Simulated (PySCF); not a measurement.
C2H5AlF2 (SMILES C[CH2][Al]([F])[F]), singlet, geometry from GFN2-xTB (such geometries of metal compounds can be far from the true shape); CISD/cc-pVDZ (PySCF).

Here is a job for PySCF.
```python
from pyscf import gto, scf, ci

mol = gto.Mole()
mol.atom = '''
    Al    0.178713    0.156070    0.519070
    F     0.376616   -1.416126    0.980895
    F     0.563940    1.275851    1.668728
    C    -0.479972    0.611937   -1.304518
    C    -0.729478   -0.658694   -2.122130
    H     0.242650    1.254091   -1.817439
    H    -1.398956    1.202437   -1.237542
    H    -1.468123   -1.292894   -1.635804
    H     0.185515   -1.238859   -2.224563
    H    -1.092656   -0.410671   -3.119280
'''
mol.basis = 'cc-pvdz'
mol.charge = 0
mol.spin = 0
mol.verbose = 4
mol.max_memory = 1800
mol.build()

mf = scf.RHF(mol)
mf.kernel()

myci = ci.CISD(mf, frozen=9)
myci.kernel()
print('E(CISD) = %.10f' % myci.e_tot)
```

Output, abridged:

```
PySCF version 2.14.0

[INPUT] verbose = 4
[INPUT] num. atoms = 10
[INPUT] num. electrons = 48
[INPUT] charge = 0
[INPUT] spin (= nelec alpha-beta = 2S) = 0
[INPUT] symmetry False subgroup None
[INPUT] Mole.unit = angstrom
[INPUT] Symbol           X                Y                Z      unit          X                Y                Z       unit  Magmom
[INPUT]  1 Al     0.178713000000   0.156070000000   0.519070000000 AA    0.337718624899   0.294929556261   0.980900139478 Bohr   0.0
[INPUT]  2 F      0.376616000000  -1.416126000000   0.980895000000 AA    0.711701094129  -2.676090297876   1.853622906955 Bohr   0.0
[INPUT]  3 F      0.563940000000   1.275851000000   1.668728000000 AA    1.065692150687   2.411008965752   3.153438896393 Bohr   0.0
[INPUT]  4 C     -0.479972000000   0.611937000000  -1.304518000000 AA   -0.907015627460   1.156393335488  -2.465181744565 Bohr   0.0
[INPUT]  5 C     -0.729478000000  -0.658694000000  -2.122130000000 AA   -1.378513633895  -1.244751259894  -4.010244500723 Bohr   0.0
[INPUT]  6 H      0.242650000000   1.254091000000  -1.817439000000 AA    0.458542044126   2.369888525282  -3.434461958103 Bohr   0.0
[INPUT]  7 H     -1.398956000000   1.202437000000  -1.237542000000 AA   -2.643643700317   2.272276612044  -2.338615447646 Bohr   0.0
[INPUT]  8 H     -1.468123000000  -1.292894000000  -1.635804000000 AA   -2.774350387175  -2.443215568093  -3.091221553468 Bohr   0.0
[INPUT]  9 H      0.185515000000  -1.238859000000  -2.224563000000 AA    0.350572541999  -2.341104216953  -4.203814816841 Bohr   0.0
[INPUT] 10 H     -1.092656000000  -0.410671000000  -3.119280000000 AA   -2.064820588363  -0.776055717301  -5.894584905833 Bohr   0.0

nuclear repulsion = 218.501547414062
number of shells = 40
number of NR pGTOs = 180
number of NR cGTOs = 99
basis = cc-pvdz
ecp = {}

******** <class 'pyscf.scf.hf.RHF'> ********
method = RHF
initial guess = minao
damping factor = 0
level_shift factor = 0
DIIS = <class 'pyscf.scf.diis.CDIIS'>
diis_start_cycle = 1
diis_space = 8
diis_damp = 0
SCF conv_tol = 1e-09
SCF conv_tol_grad = None
SCF max_cycles = 50
direct_scf = True
direct_scf_tol = 1e-13
Set gradient conv threshold to 3.16228e-05
Initial guess from minao.
init E= -519.676669256005
  HOMO = -0.316463140278161  LUMO = -0.0120003330025709  gap/eV = 8.28485
cycle= 1 E= -519.485653788009  delta_E= 0.191  |g|= 0.728  |ddm|= 2.47
  HOMO = -0.448989296288745  LUMO = 0.0782676640402657  gap/eV = 14.34739
cycle= 2 E= -519.567546334525  delta_E= -0.0819  |g|= 0.471  |ddm|= 0.757
  HOMO = -0.427283609872293  LUMO = 0.0844969589897158  gap/eV = 13.92626
cycle= 3 E= -519.60291635061  delta_E= -0.0354  |g|= 0.0441  |ddm|= 0.248
  HOMO = -0.424619376952004  LUMO = 0.0875013984745872  gap/eV = 13.93552
cycle= 4 E= -519.60400860865  delta_E= -0.00109  |g|= 0.00803  |ddm|= 0.0709
  HOMO = -0.427015040183836  LUMO = 0.0865839905161954  gap/eV = 13.97574
cycle= 5 E= -519.60405944579  delta_E= -5.08e-05  |g|= 0.00307  |ddm|= 0.0158
  HOMO = -0.426742436672784  LUMO = 0.0864833327294265  gap/eV = 13.96558
cycle= 6 E= -519.604066793667  delta_E= -7.35e-06  |g|= 0.00115  |ddm|= 0.00666
  HOMO = -0.427088711949919  LUMO = 0.0864007474740687  gap/eV = 13.97276
cycle= 7 E= -519.604067759861  delta_E= -9.66e-07  |g|= 0.00028  |ddm|= 0.00263
  HOMO = -0.427069966545485  LUMO = 0.0863924953954935  gap/eV = 13.97203
cycle= 8 E= -519.604067814868  delta_E= -5.5e-08  |g|= 5.95e-05  |ddm|= 0.000706
  HOMO = -0.427066959651285  LUMO = 0.0863925759988513  gap/eV = 13.97195
cycle= 9 E= -519.604067816132  delta_E= -1.26e-09  |g|= 2.39e-05  |ddm|= 7.9e-05
  HOMO = -0.427066088442991  LUMO = 0.0863923348357343  gap/eV = 13.97192
cycle= 10 E= -519.604067816325  delta_E= -1.94e-10  |g|= 6.13e-06  |ddm|= 3.14e-05
  HOMO = -0.427065920690651  LUMO = 0.0863919438697485  gap/eV = 13.97190
Extra cycle  E= -519.604067816339  delta_E= -1.36e-11  |g|= 2.9e-06  |ddm|= 7.47e-06
converged SCF energy = -519.604067816339

******** <class 'pyscf.ci.cisd.RCISD'> ********
CISD nocc = 15, nmo = 90
frozen orbitals 9
max_cycle = 50
direct = 0
conv_tol = 1e-09
max_cycle = 50
max_space = 12
lindep = 0
nroots = 1
Init t2, MP2 energy = -0.725526194208466
RCISD converged
E(RCISD) = -520.2521363531365  E_corr = -0.6480685367973624
E(CISD) = -520.2521363531
```
